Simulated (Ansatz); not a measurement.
Consider the hydrogenolysis of the Si–Cl bond: `NC(S)[SiH2]Cl` + H₂ → `NC([SiH3])S` + HCl.

Program: Ansatz. Geometries: PBE0-D4/def2-TZVP. ΔE: electronic, gas phase. CCSD(T)/CBS adds triple-zeta CCSD(T) − MP2 to the extrapolated MP2 energy (def2 sets, frozen cores). This one scheme is used for every species. DFT in def2-TZVPP. B3LYP here is the variant with VWN-RPA as its local correlation; programs differ in this. One conformer a species, not always the lowest.

Is it downhill or uphill in electronic energy at CCSD(T)/CBS, and by how much? (Best estimate.)

The calculation gave: Uphill: ΔE = +18.4 kcal/mol.

What do these levels give: PBE-D4, PBE0-D4, B3LYP-D4, ωB97M-V, r2SCAN, PBE0, HF/def2-TZVPP, MP2/def2-TZVPP, SCS-MP2/def2-TZVPP, CCSD/def2-TZVPP, HF/def2-QZVPP, CCSD/CBS(def2)? (Estimate.)

Computed: PBE-D4 18.9, PBE0-D4 18.3, B3LYP-D4 18.3, ωB97M-V 18.5, r2SCAN 19.4, PBE0 17.2, HF/def2-TZVPP 14.6, MP2/def2-TZVPP 19.4, SCS-MP2/def2-TZVPP 17.8, CCSD/def2-TZVPP 16.0, HF/def2-QZVPP 14.6, CCSD/CBS(def2) 17.5 kcal/mol.

Largest T1 diagnostic among the species: 0.011.

The D4 term adds +2.0 kcal/mol with B3LYP and +1.1 kcal/mol with PBE0; it sums over pairs of atoms, weighted by their polarisabilities, and B3LYP, whose exchange is more repulsive, gets the larger term. In def2-TZVPP, CCSD(T) changes the Hartree–Fock value by +2.4 kcal/mol (the triples alone add +0.9 kcal/mol) and MP2 by +4.8 kcal/mol.
